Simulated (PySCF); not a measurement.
The electron affinity along the 5p block

All values are computed (PySCF 2.14, energy differences of UHF-based or UKS calculations, no spin-orbit coupling). Values in eV. The last column holds reference values (measured affinities from photodetachment; the arrow runs from anion to atom). Unmarked ones compare directly (S terms, centres of terms, or small fine structure); those marked * lie between the lowest fine-structure levels and include a spin-orbit shift.

```json
{"element": "In (aug-cc-pVQZ-DK3, spin-free X2C)", "configurations": "[Kr] 4d10 5s2 5p2 → [Kr] 4d10 5s2 5p1", "MP2 (valence)": "0.371", "SCS-MP2 (valence)": "0.283", "CCSD(T) (valence)": "0.428", "LDA": "0.650", "PBE": "0.549", "r2SCAN": "0.574", "reference": "0.384 *"}
{"element": "Sn (aug-cc-pVQZ-DK3, spin-free X2C)", "configurations": "[Kr] 4d10 5s2 5p3 → [Kr] 4d10 5s2 5p2", "MP2 (valence)": "1.382", "SCS-MP2 (valence)": "1.240", "CCSD(T) (valence)": "1.408", "LDA": "1.557", "PBE": "1.427", "r2SCAN": "1.520", "reference": "1.112 *"}
{"element": "Sb (aug-cc-pVQZ-DK3, spin-free X2C)", "configurations": "[Kr] 4d10 5s2 5p4 → [Kr] 4d10 5s2 5p3", "MP2 (valence)": "0.684", "SCS-MP2 (valence)": "0.752", "CCSD(T) (valence)": "0.841", "LDA": "1.191", "PBE": "0.971", "r2SCAN": "0.927", "reference": "1.047 *"}
{"element": "Te (aug-cc-pVQZ-DK3, spin-free X2C)", "configurations": "[Kr] 4d10 5s2 5p5 → [Kr] 4d10 5s2 5p4", "MP2 (valence)": "1.935", "SCS-MP2 (valence)": "1.949", "CCSD(T) (valence)": "2.009", "LDA": "2.324", "PBE": "2.077", "r2SCAN": "2.037", "reference": "1.971 *"}
{"element": "I (aug-cc-pVQZ-DK3, spin-free X2C)", "configurations": "[Xe] → [Kr] 4d10 5s2 5p5", "MP2 (valence)": "3.291", "SCS-MP2 (valence)": "3.238", "CCSD(T) (valence)": "3.269", "LDA": "3.516", "PBE": "3.255", "r2SCAN": "3.267", "reference": "3.059 *"}
```

The highest occupied level of the anion is positive for In⁻ at LDA, PBE, r2SCAN; Sn⁻ at LDA, PBE, r2SCAN; Sb⁻ at LDA, PBE, r2SCAN; Te⁻ at LDA, PBE, r2SCAN, so there the basis helps to hold the electron.

"Valence" correlates the outer s and p shells and, in groups 3 to 12 and the f block, the outer d or f shell, open or full, or the next shell where the ion has no valence electron left; the wider scheme adds the next inner shell.
